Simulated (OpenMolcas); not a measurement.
Co2+ (d7) in a complex was computed by SS-CASPT2, IPEA 0.25 Eh, imaginary shift 0.1 Eh with the d shell active (OpenMolcas, ANO-RCC-VDZP on the metal). Its lowest spin-free states, and all those of the highest spin:

```
2S+1  Degeneracy  E (cm-1)
   4           1         0
   4           3      1070
   4           3      2590
   2           3     13780
   2           2     13800
   2           1     13900
   2           3     14620
   4           3     15710
   2           3     18230
   2           3     19430
   2           3     20130
   2           2     20600
```

Problem. Is the site octahedral, tetrahedral or cube-like, axial, or of lower symmetry?

Solution. The states with 2S+1 = 4 have orbital degeneracies 1, 3, 3, 3. Threefold states need a cubic site. For d7 at this spin an octahedron puts the threefold T1 below the threefold T2 and a tetrahedron or cube puts the single A2 below the threefold T2, so the site is a tetrahedron or a cube, which this pattern cannot tell apart. The first gap at this spin, 1070 cm-1, is |10Dq| in ligand-field theory. The run had Co2+ with 4 ligands (sulfide) in tetrahedral coordination (Td) at 2.36 Å. A charge of +1.5 e stands 2.8 Å behind each ligand. Ligand basis ANO-RCC-VDZP.

Roots that are degenerate in the reference are averaged as groups; the widest CASPT2 spread within a group is 830 cm-1 (the 3-fold group of multiplicity 4 near 1070 cm-1 above the lowest state of its run). Shifts and gaps below about the spread of the groups concerned are not significant. Over all roots computed the reference weight is 0.68 to 0.71; a low but even weight reflects the number of correlated electrons. The sulfide ions are held by bare point charges, a crude embedding. A single d shell leaves out the double-shell effect, which counts most for late 3d ions, where the CASPT2 field can be off either way by tens of per cent. Ligand-to-metal charge-transfer states are missing. With oxide or sulfide held by bare charges the field of late divalent 3d ions can come out several times too small, and g and χT far too large. These CASPT2 states fit no ligand-field parameters well, so their order and spin gaps are uncertain. With no ligand orbital active B as a rule stays too high, so bands that hang on it stand too high and its fall with covalency is understated. With one d shell and no ligand orbital active, 10Dq can be off by tens of per cent for divalent 3d ions, low with halides held by bare charges and at times high in hosts, and the orbital part of g and χT goes as 1/10Dq. Free-ion shares, where given, are those of the reference states; single-state CASPT2 does not remix them. No measured value stands beside these numbers; the geometry is a model, was not optimised and need not be the one that this ion takes.
